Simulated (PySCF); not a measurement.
**Question.** What does the PBE0-D3(BJ)/def2-SVP structure of `[SiH3]S[SiH](P)P` look like in three dimensions?

**Answer.** 
```xyz
13
H8P2SSi2 angstrom
Si    -1.6801   -1.3422   -0.5761
S     -0.4375   -0.2104   -1.9240
Si     1.0620    0.5409   -0.5698
P      0.4192    2.2683    0.7425
P      1.7097   -1.1058    0.8458
H     -2.9616   -1.5593   -1.3045
H     -1.9324   -0.5767    0.6811
H     -1.0645   -2.6567   -0.2346
H      2.1492    1.0355   -1.4645
H     -0.7615    1.6005    1.1903
H     -0.2463    2.9412   -0.3275
H      2.8435   -0.3644    1.3009
H      2.4359   -1.8137   -0.1593
```

Orientation and origin are arbitrary. Atoms count from 1 in this order. S2 (sulfur bonded to 2 Si) is bent (angle 101.0°). Si1 (SiH3 silicon) is distorted tetrahedral (angles from 105.5° to 111.6°). P4 (three-coordinate phosphorus) is pyramidal (angles 94.0°, 93.4° and 93.3°, sum 280.7°, 0.86 Å off the plane of its three neighbours). Si3 (SiH silicon) is distorted tetrahedral (angles from 104.2° to 115.6°).

Bonds between heavy atoms (Å): Si1–S2 2.155, S2–Si3 2.156, Si3–P4 2.263, Si3–P5 2.266.

Theory: PBE0-D3(BJ)/def2-SVP geometry optimisation, gas phase in PySCF.

Point group: C1 (no symmetry element, even within 0.4 Å). Not checked by PBE0-D3(BJ)/def2-SVP frequencies. One conformer, not necessarily the lowest (Si1–S2–Si3–P4 -76°, S2–Si3–P4–H 51° and -43°, S2–Si3–P5–H 167° and 72°).

The run took 2.1 min on an Arm Neoverse V1 with one thread, shared host, and the process peaked at 0.57 GiB of memory. That covers the optimisation of the geometry.
